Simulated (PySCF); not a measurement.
F5Te, SMILES F[Te](F)(F)(F)F, multiplicity 2. Geometry optimised at B3LYP-D3(BJ)/def2-SVP. The isomer is the one that the SMILES or the coordinates give; other isomers of the formula were not compared. The def2 effective core potentials stand for the cores of Te; spin–orbit coupling is left out.

Calculation: B3LYP-D3(BJ)/def2-SVP (PySCF).

Harmonic wavenumbers (cm⁻¹): 115, 180, 180, 219, 244, 261, 261, 581, 583, 606, 606, 693. Rotational constants (GHz): 2.459, 2.459, 1.764; symmetry number 4.

Work out the zero-point energy and the ideal-gas rigid-rotor harmonic-oscillator thermochemistry at 298.15 K and 1 atm.

ZPE = ½ Σ hcν = ½ × 4528 cm⁻¹ = 6.47 kcal/mol. H − E(el) = 11.75 kcal/mol. Entropy in cal/(mol K): translation 42.10, rotation 25.05, vibration 17.05, spin 1.38, total 85.58. G − E(el) = -13.77 kcal/mol. Cp = 25.72 cal/(mol K). Modes under 150 cm⁻¹ make the vibrational entropy uncertain.
